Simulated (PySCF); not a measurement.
ethyl(silyl)silane (C2H10Si2), SMILES C([SiH2][SiH3])C.

Geometry: ωB97X-D3(BJ)/def2-SVP. One conformer was computed; it need not be the lowest.

Computed with PySCF 2.14.0 with TDA-B3LYP/def2-SVPD.

Vertical excitations. The molecule is in vacuum.

Computed lowest excited states:
```tsv
state	energy (eV)	λ (nm)	f	main pairs
S1	6.88	180	0.031	HOMO→LUMO 94 %
S2	7.21	172	0.027	HOMO→LUMO+1 55 %, HOMO→LUMO+2 36 %
S3	7.27	170	0.043	HOMO→LUMO+2 55 %, HOMO→LUMO+1 32 %
S4	7.45	166	0.006	HOMO−1→LUMO 75 %, HOMO→LUMO+3 16 %
S5	7.60	163	0.246	HOMO→LUMO+3 57 %, HOMO−1→LUMO 19 %, HOMO→LUMO+4 9 %
S6	7.80	159	0.039	HOMO→LUMO+4 70 %, HOMO→LUMO+5 14 %
S7	7.87	158	0.003	HOMO−1→LUMO+2 48 %, HOMO−1→LUMO+1 26 %, HOMO−2→LUMO 16 %
S8	7.97	156	0.078	HOMO−1→LUMO+1 59 %, HOMO−1→LUMO+2 13 %, HOMO−2→LUMO 12 %
S9	8.05	154	0.054	HOMO→LUMO+5 44 %, HOMO→LUMO+6 17 %, HOMO−2→LUMO 16 %, HOMO→LUMO+4 10 %
S10	8.11	153	0.044	HOMO−2→LUMO 49 %, HOMO−1→LUMO+2 25 %, HOMO→LUMO+5 14 %
T1	6.18	201	0	HOMO→LUMO 87 %
T2	6.38	194	0	HOMO→LUMO+2 84 %
T3	6.84	181	0	HOMO→LUMO+1 45 %, HOMO→LUMO+3 39 %
T4	6.97	178	0	HOMO→LUMO+3 50 %, HOMO→LUMO+1 36 %
```
Triplets are in the Tamm–Dancoff approximation.
